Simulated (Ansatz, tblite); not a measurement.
Isomers of Sn$_{5}$H$_{7}$⁺ (singlet), found by a short tight-binding search and relaxed with PBE-D4/def2-SVP in Ansatz.

In the def2 sets Sn takes a core potential; there is no spin–orbit coupling. The xTB rows come from tblite. LC-ωPBE has ω = 0.4 bohr⁻¹. B3LYP takes the VWN-RPA correlation. Correlated methods freeze 20 core orbitals; core or outer-core shells of Sn are correlated, in sets that lack core-valence functions.

Run but left out: HF/def2-SVP, HF/def2-TZVP (A: restricted singlet, unstable towards broken spin symmetry).

A: The restricted singlet is unstable towards broken spin symmetry in Hartree–Fock (as tested in another run); at PBE-D4/def2-SVP, PBE-D4/def2-TZVP, r2SCAN-D4/def2-TZVP, B3LYP-D4/def2-TZVP and others this wasn't settled. At CCSD(T)/def2-SVP, MP2/def2-TZVP the restricted singlet (for correlated methods, its reference) is unstable: a solution with broken spin symmetry lies lower. B: The restricted singlet is unstable towards broken spin symmetry in Hartree–Fock (as tested in another run); at PBE-D4/def2-SVP, PBE-D4/def2-TZVP, r2SCAN-D4/def2-TZVP, B3LYP-D4/def2-TZVP and others this wasn't settled. At CCSD(T)/def2-SVP, MP2/def2-TZVP the restricted singlet (for correlated methods, its reference) is unstable: a solution with broken spin symmetry lies lower.

Other spin states weren't relaxed.

A:

```
atom    x (Å)    y (Å)    z (Å)
 Sn1   0.8438   1.0041  -0.2895
 Sn2   2.4632  -1.3168  -0.0165
 Sn3  -1.2570   0.5557   1.8900
 Sn4  -1.5669   0.8861  -1.6398
 Sn5  -3.4241  -0.7903  -0.0681
  H6   4.0885  -0.7824   0.1252
  H7  -1.7636  -1.1305   0.9675
  H8   1.9142  -2.1240   1.4028
  H9  -2.1774   2.5331  -1.7067
 H10   1.6553   2.5319  -0.1718
 H11  -2.9486   0.8975   0.9266
 H12   2.1726  -2.2644  -1.4197
```

B:

```
atom   x (Å)   y (Å)   z (Å)
 Sn1  -1.278   3.089  -0.789
 Sn2   0.530   1.115   0.347
 Sn3   0.516   0.931  -2.529
 Sn4  -0.350  -2.043   3.836
 Sn5   0.945  -1.909   1.067
  H6   1.650   1.759  -3.534
  H7   0.355  -3.486   2.947
  H8  -0.827   2.334  -2.591
  H9  -0.824  -1.620   1.931
 H10  -1.469   1.202  -0.142
 H11  -0.475  -0.141  -3.461
 H12   1.229  -1.229   2.917
```

C:

| atom | x (Å) | y (Å) | z (Å) |
| --- | --- | --- | --- |
| Sn1 | 0.504 | -0.379 | -3.066 |
| Sn2 | -0.865 | 2.446 | 1.786 |
| Sn3 | 0.091 | -0.008 | 2.814 |
| Sn4 | 0.347 | -0.388 | -0.120 |
| Sn5 | -0.672 | -3.194 | -1.038 |
| H6 | -0.552 | 3.072 | 0.189 |
| H7 | -0.278 | -2.203 | -2.674 |
| H8 | -1.338 | -1.509 | -0.257 |
| H9 | -1.117 | 3.796 | 2.846 |
| H10 | 0.823 | -2.373 | -0.104 |
| H11 | 0.938 | 1.812 | 2.302 |
| H12 | 2.121 | -1.072 | -2.676 |

Problem. Estimate which lies lowest at each level, and how far above it the others are (kJ/mol).

Solution. 
```tsv
level	A	B	C
GFN1-xTB	18.6	5.2	0.0
GFN2-xTB	57.1	0.0	19.0
PBE-D4/def2-SVP	0.0	42.5	47.1
PBE-D4/def2-TZVP	0.0	40.4	44.5
r2SCAN-D4/def2-TZVP	0.0	53.9	56.4
B3LYP-D4/def2-TZVP	0.0	46.1	48.1
PBE0-D4/def2-SVP	0.0	63.4	67.0
PBE0-D4/def2-TZVP	0.0	60.1	63.5
LC-ωPBE/def2-TZVP	0.0	81.9	84.7
ωB97M-V/def2-TZVP	0.0	60.7	63.4
MP2/def2-SVP	0.0	98.0	101.4
MP2/def2-TZVP	0.0	81.1	85.2
CCSD/def2-SVP	0.0	80.9	83.4
CCSD(T)/def2-SVP	0.0	82.1	85.2
```
Point groups (tolerance 0.1 Å): A not assigned, B not assigned, C not assigned. Lower isomers may exist.
